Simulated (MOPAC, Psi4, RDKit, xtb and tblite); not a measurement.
Torsional profile of SMILES O=Cc1cccs1 (C5H4OS). Scanned: dihedral O1–C2–C3–S7; all other coordinates were relaxed at B3LYP-D3(BJ)/def2-SVP. Points at φ and −φ are mirror images. Heavy atoms are numbered in the order of the SMILES O=Cc1cccs1, hydrogens after them in the order of the atoms that carry them; the mirror image has the same energies with the sign of each dihedral reversed.

- GFN2-xTB, on its own relaxed geometries (the stored frames are those of B3LYP-D3(BJ)/def2-SVP) (xtb and tblite)
- PM6, restricted, heats of formation // B3LYP-D3(BJ)/def2-SVP (MOPAC)
- MMFF94 // B3LYP-D3(BJ)/def2-SVP (RDKit)
- MP2/cc-pVTZ = DF-MP2 (frozen core)/cc-pVTZ // B3LYP-D3(BJ)/def2-SVP in Psi4

Energies relative to the lowest point of each profile, in eV; the last columns give the difference from MP2:

```csv
φ / °,GFN2-xTB,PM6,MMFF94,MP2/cc-pVTZ,GFN2-xTB − MP2/cc-pVTZ,PM6 − MP2/cc-pVTZ,MMFF94 − MP2/cc-pVTZ
-150,0.068,0.065,0.101,0.129,-0.061,-0.064,-0.028
-120,0.239,0.126,0.329,0.325,-0.086,-0.199,0.004
-90,0.362,0.127,0.490,0.448,-0.086,-0.321,0.043
-60,0.259,0.110,0.378,0.316,-0.058,-0.206,0.062
-30,0.090,0.040,0.190,0.097,-0.007,-0.057,0.093
0,0.018,0.000,0.113,0.000,0.018,0.000,0.113
30,0.090,0.040,0.190,0.097,-0.007,-0.057,0.093
60,0.259,0.110,0.378,0.316,-0.058,-0.206,0.062
90,0.362,0.127,0.490,0.448,-0.086,-0.321,0.043
120,0.239,0.126,0.329,0.325,-0.086,-0.199,0.004
150,0.068,0.065,0.101,0.129,-0.061,-0.064,-0.028
180,0.000,0.028,0.000,0.049,-0.049,-0.021,-0.049
```

GFN2-xTB is furthest from MP2/cc-pVTZ at -120 (-0.086 eV, below); its mean absolute difference over the points is 0.055 eV.

PM6 is furthest from MP2/cc-pVTZ at -90 (-0.321 eV, below); its mean absolute difference over the points is 0.143 eV.

MMFF94 is furthest from MP2/cc-pVTZ at 0 (0.113 eV, above); its mean absolute difference over the points is 0.052 eV.
